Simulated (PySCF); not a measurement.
SMILES B[SiH2]CC=O (C2H7BOSi) (GFN2-xTB optimised geometry):

```
12

B     -0.059    -1.712     2.265
Si     1.328    -0.396     1.856
C      0.890     0.038     0.000
C     -0.571     0.038     0.000
O     -1.302     0.993     0.000
H     -0.009    -2.803     1.841
H     -0.986    -1.446     2.928
H      1.346     0.896     2.559
H      2.743    -0.802     1.775
H      1.302     0.995    -0.308
H      1.286    -0.762    -0.619
H     -0.996    -0.995     0.097
```

Computed with B3LYP/def2-TZVP run with PySCF.

Problem. What are the frontier orbital energies and the dipole moment?

Solution. HOMO-2 -9.17 eV, HOMO-1 -8.55 eV, HOMO -7.35 eV, LUMO -2.93 eV, LUMO+1 -1.00 eV; dipole moment 2.92 D.

Meta-Löwdin charges at B3LYP/def2-TZVP: B1 -0.21, Si2 0.54, C3 -0.44, C4 0.29, O5 -0.40, H6 0.04, H7 0.04, H8 -0.09, H9 -0.09, H10 0.14, H11 0.14, H12 0.06.
